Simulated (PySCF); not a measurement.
**SiCl₄, singlet: structure and spectrum**

All numbers come from PBE/[Si def2-TZVP, Cl def2-TZVP], no relativity, density fitting, PySCF.

The structure is a minimum.

```json
{"Point group": "Td", "Bond lengths": "Si–Cl 2.040 Å (×4)", "Bond angles": "Cl–Si–Cl 109.5° (×6)", "Highest occupied level": "-8.11 eV", "Enthalpy at 298.15 K above 0 K": "19.77 kJ/mol", "Entropy at 298.15 K and 1 bar": "333.9 J/(mol K)", "Rotational symmetry number": "12", "Rotational constants": "0.04345, 0.04345, 0.04345 cm⁻¹", "Heat capacity Cp at 298.15 K": "91.3 J/(mol K)", "Lowest empty level": "-1.85 eV", "Zero-point energy": "18.6 kJ/mol", "Atomisation energy without zero-point energy": "1621 kJ/mol", "Principal quadrupole moments (Buckingham, traceless) about the centre of mass": "0.00, 0.00, 0.00 D Å", "Dipole moment": "0.00 D", "Principal polarisabilities": "70.2, 70.2, 70.2 bohr³"}
```

Harmonic modes (masses in u: Si 27.977, Cl 34.969):
```csv
symmetry,ω (cm⁻¹),"IR (km/mol, summed over degenerate members)",μ (u)
e,138,0.0,34.97
t2,210,13.7,33.58
a1,402,0.0,34.97
t2,598,502,29.97
```

In Td the vibrations span e + 2t2 + a1. The a1, e modes carry no infrared intensity, as symmetry demands.

Charges (e):
| atom | Mulliken | Löwdin | polar tensor | Mayer order to Si1 |
| --- | --- | --- | --- | --- |
| Si1 | 0.59 | -1.17 | 1.94 | – |
| Cl2,3,4,5 | -0.15 | 0.29 | -0.48 | 1.24 |

Mulliken populations on Si1: s 4.98, p 7.63, d 0.71, f 0.10.

Outer orbital energies (eV). occupied: -9.11, -9.11, -8.89, -8.89, -8.89, -8.11, -8.11, -8.11; empty: -1.85, -0.46, -0.46, -0.46.

Counting electrons, silicon keeps none of its valence electrons outside its bonds, so the VSEPR class is AX4 and the expected shape is tetrahedral (Td), as computed.

The final relaxation and frequency run took 27 s on 4 threads of a shared Arm Neoverse V2 host, with 185 basis functions and 6 gradients; the process peaked at 1.9 GiB. Launch command: `OMP_NUM_THREADS=4 python axn.py task.json out`.
